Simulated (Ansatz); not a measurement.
Bi2Cl6. Charge 0, multiplicity 1. Geometry PBE-D4/def2-SVP, basis def2-TZVP, Ansatz.

Cartesian coordinates in Å:
```
Bi -1.6888 0.8988 0.9788
Bi 1.7104 -0.9264 -0.9955
Cl 1.7044 -2.8974 0.5084
Cl -1.4117 -0.7853 -0.9387
Cl -4.1338 0.5201 1.2994
Cl -1.7892 2.9575 -0.3965
Cl 4.1733 -0.6376 -1.2712
Cl 1.4355 0.8704 0.8153
```

| run | HOMO (eV) | LUMO (eV) |
| --- | --- | --- |
| A | -7.64 | -3.97 |
| B | -10.89 | -1.60 |
| C | -8.87 | -3.35 |
| D | -7.45 | -3.86 |
| E | -7.99 | -3.89 |
| F | -11.05 | -1.51 |

In the def2 sets Bi takes a core potential; there is no spin–orbit coupling. Another isomer (singlet) lies 0.07 eV lower at PBE0-D4/def2-TZVP; other spin states weren't run for this one.

**Question.** The runs used BLYP, PBE, PBE0, r2SCAN, ωB97M-V, ωB97X-V. Estimate which is which.

**Answer.** A PBE (0 % exact exchange); B ωB97M-V (range-separated); C PBE0 (25 % exact exchange); D BLYP (0 % exact exchange); E r2SCAN (0 % exact exchange); F ωB97X-V (range-separated). Exact exchange lowers occupied and raises empty levels; among semilocal functionals meta-GGAs tend to open the gap a little, and such runs are hard to tell apart. The gap grows from 3.59 eV (BLYP) to 9.53 eV (ωB97X-V).
